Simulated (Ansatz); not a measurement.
Basis sets compared for [CuCl4]- (CuCl4⁻). Charge -1, multiplicity 1. Geometry r2SCAN-D4/def2-SVPD. Ansatz on 4 threads of Intel Xeon Platinum 8488C on a shared host; times are rough, and most runs start from earlier orbitals.

```xyz
5

Cu    0.000    0.000    0.000
Cl    0.570   -2.087   -0.462
Cl    0.185   -0.429    2.162
Cl   -0.577    2.084    0.463
Cl   -0.177    0.431   -2.162
```

The 6-31G sets use Cartesian d functions. B3LYP takes the VWN-RPA correlation. This restricted singlet of an open-shell metal (gap down to 0.33 eV) wasn't tested against broken symmetry.

```tsv
level	functions	energy (Eh)	HOMO (eV)	LUMO (eV)	wall time
PBE-D4/def2-SVPD	142	-3479.7728	-2.29	-1.96	1.1 s
B3LYP-D4/6-31G	81	-3481.2430	-3.17	-1.08	1 s
PBE0-D4/def2-SVPD	142	-3479.9009	-3.66	-1.48	1.9 s
```

Q: Estimate the rows for PBE-D4/def2-TZVPD, B3LYP-D4/def2-TZVPD, PBE0-D4/def2-TZVPD.

A: 
```
              level  functions  energy (Eh)  HOMO (eV)  LUMO (eV)  wall time
  PBE-D4/def2-TZVPD        232   -3480.6220      -2.24      -1.74      1.8 s
B3LYP-D4/def2-TZVPD        232   -3481.7087      -3.34      -1.36      3.9 s
 PBE0-D4/def2-TZVPD        232   -3480.7377      -3.60      -1.21        4 s
```
